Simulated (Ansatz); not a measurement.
BrH₂OSb (`[OH][SbH][Br]`). Charge 0, multiplicity 1. Sb: def2 effective core potential. All single points use the PBE0-D4/def2-TZVP geometry. It is one conformer, not always the lowest.

```xyz
5

O     0.777    0.357   -0.966
Sb   -0.835   -0.370   -0.131
Br   -0.572    0.594    2.182
H     0.618    1.225   -1.347
H     0.011   -1.806    0.263
```

**Question.** What is the dipole moment at B3LYP/def2-TZVPP? (An estimate is asked.)

**Answer.** Computed: 2.78 D, with components (-1.66, -0.14, -2.23) D in this frame, pointing from negative to positive charge.

**Question.** And with PBE, r2SCAN, ωB97M-V? (Best estimate.)

**Answer.** The calculation gave: PBE 2.61 D, r2SCAN 2.67 D, ωB97M-V 2.80 D.

**Question.** Give the Mulliken charges with B3LYP, r2SCAN, ωB97M-V in def2-TZVPP. (An estimate is asked.)

**Answer.** Ansatz gave: 
```
atom  B3LYP  r2SCAN  ωB97M-V
  O1  -0.50   -0.51    -0.49
 Sb2   0.76    0.75     0.68
 Br3  -0.34   -0.34    -0.31
  H4   0.18    0.20     0.17
  H5  -0.09   -0.09    -0.05
```

B3LYP here is the variant with VWN-RPA as its local correlation; programs differ in this.
